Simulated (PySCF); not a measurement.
Be(H)(NH2) (BeH3N), SMILES [BeH][NH2].

Geometry: TPSSh-D3(BJ)/def2-TZVPD.

Method: PySCF 2.14.0 with IEF-PCM-B3LYP/def2-TZVPD.

The values are the electrostatic part of the solvation free energy, E(continuum) − E(gas) at the gas-phase geometry, in a cavity of scaled van der Waals radii (PySCF's table); cavitation and dispersion terms are not included. A continuum can't describe solvent molecules that bind to the metal. In vacuum the orbital gap is 6.86 eV. The dipole moment in vacuum is 1.50 D.

```
solvent           ε  ΔG(elec) (kcal/mol)  dipole (D)  gap (eV)
------------  -----  -------------------  ----------  --------
water         78.36                 -4.9        1.82      6.98
n-hexane       1.88                 -1.7        1.62      6.89
acetonitrile  35.69                 -4.8        1.81      6.98
```
